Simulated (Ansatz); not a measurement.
Mulliken charges of `NB1NCO1` from B3LYP/def2-TZVPP in Ansatz (PBE0-D4/def2-TZVP geometry).

```json
{"atom": "N1", "x (Å)": "-1.649", "y (Å)": "0.413", "z (Å)": "-0.796", "charge (e)": "-0.309"}
{"atom": "B2", "x (Å)": "-0.422", "y (Å)": "0.201", "z (Å)": "-0.162", "charge (e)": "0.291"}
{"atom": "N3", "x (Å)": "0.210", "y (Å)": "-0.885", "z (Å)": "0.544", "charge (e)": "-0.341"}
{"atom": "C4", "x (Å)": "1.364", "y (Å)": "0.001", "z (Å)": "0.580", "charge (e)": "0.125"}
{"atom": "O5", "x (Å)": "0.647", "y (Å)": "1.093", "z (Å)": "-0.013", "charge (e)": "-0.400"}
{"atom": "H6", "x (Å)": "-1.887", "y (Å)": "1.297", "z (Å)": "-1.208", "charge (e)": "0.162"}
{"atom": "H7", "x (Å)": "-2.389", "y (Å)": "-0.263", "z (Å)": "-0.799", "charge (e)": "0.154"}
{"atom": "H8", "x (Å)": "0.292", "y (Å)": "-1.860", "z (Å)": "0.318", "charge (e)": "0.138"}
{"atom": "H9", "x (Å)": "1.710", "y (Å)": "0.259", "z (Å)": "1.586", "charge (e)": "0.090"}
{"atom": "H10", "x (Å)": "2.208", "y (Å)": "-0.308", "z (Å)": "-0.047", "charge (e)": "0.089"}
```

Problem. By hand: the dipole of these point charges (1 e Å = 4.8032 D).

Solution. Σ q r = (-0.056, -0.296, -0.045) e Å, of length 0.305 e Å = 1.46 D.

Problem. How does the dipole of the full density compare? (Best estimate.)

Solution. The calculation gave: (-0.162, -0.348, -0.160) e Å, 2.00 D; the point charges give 0.73 times that, at 20° from its direction.

Point charges leave out the atoms' own dipoles, such as those of lone pairs, and Mulliken's split depends on the basis, so the two needn't agree.

B3LYP here is the variant with VWN-RPA as its local correlation; programs differ in this.
